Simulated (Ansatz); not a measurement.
SiTe₄, 5 atoms. Hardware: 4 threads of Arm Neoverse V1 on a shared host.

In the def2 sets Te takes a core potential; there is no spin–orbit coupling. Correlated methods freeze 21 core orbitals; core or outer-core shells of Te are correlated, in sets that lack core-valence functions.

(1) How many basis functions does each of these Ansatz runs have, and roughly what does it cost? PBE0-D4/def2-TZVP, charge 0 unrestricted singlet, energy, from earlier orbitals; PBE0-D4/def2-TZVPD, charge -1 doublet at the geometry of the charge 0 singlet, energy; HF/def2-TZVP, charge 0 triplet, energy, from earlier orbitals; r2SCAN-D4/def2-TZVPD, charge 0 singlet, energy, from earlier orbitals; HF/def2-TZVP, charge 0 quintet, energy, from earlier orbitals; PBE-D4/def2-TZVP, charge 0 unrestricted singlet, energy, from earlier orbitals; CCSD(T)/def2-SVP, charge 0 quintet, energy, from earlier orbitals; CCSD(T)/def2-SVP, charge 1 doublet at the geometry of the charge 0 singlet, energy, from earlier orbitals; PBE0-D4/def2-SVP, charge 0 unrestricted singlet, energy with a search over starts; r2SCAN-D4/def2-SVP, charge 0 quintet, relaxation, 24 steps; PBE-QIDH/def2-TZVP, charge 0 quintet, energy, from earlier orbitals; PBE-QIDH/def2-TZVP, charge 0 triplet, energy, from earlier orbitals.

## Answers

(1) Other jobs shared the machine, so times can vary by a factor of up to 3. A dash marks memory too small to be measured apart from the calling script's.

```csv
run,functions,fitting or Cholesky vectors,wall time,peak host memory (GiB)
"PBE0-D4/def2-SVP, charge 0 unrestricted singlet, energy with a search over starts",122,1498,6.5 s,0.61
"PBE-D4/def2-TZVP, charge 0 unrestricted singlet, energy, from earlier orbitals",237,1796,8 s,–
"r2SCAN-D4/def2-TZVPD, charge 0 singlet, energy, from earlier orbitals",279,2071,13 s,0.63
"HF/def2-TZVP, charge 0 quintet, energy, from earlier orbitals",237,2140,19 s,1.1
"PBE0-D4/def2-TZVP, charge 0 unrestricted singlet, energy, from earlier orbitals",237,2020,22 s,1.2
"HF/def2-TZVP, charge 0 triplet, energy, from earlier orbitals",237,2142,25 s,1.1
"PBE0-D4/def2-TZVPD, charge -1 doublet at the geometry of the charge 0 singlet, energy",279,2407,34 s,1.8
"PBE-QIDH/def2-TZVP, charge 0 quintet, energy, from earlier orbitals",237,2140,38 s,1.3
"PBE-QIDH/def2-TZVP, charge 0 triplet, energy, from earlier orbitals",237,2142,46 s,1.3
"r2SCAN-D4/def2-SVP, charge 0 quintet, relaxation, 24 steps",122,1476,2.4 min,–
"CCSD(T)/def2-SVP, charge 0 quintet, energy, from earlier orbitals",122,1499,2.7 min,2.3
"CCSD(T)/def2-SVP, charge 1 doublet at the geometry of the charge 0 singlet, energy, from earlier orbitals",122,1498,2.8 min,2.2
```
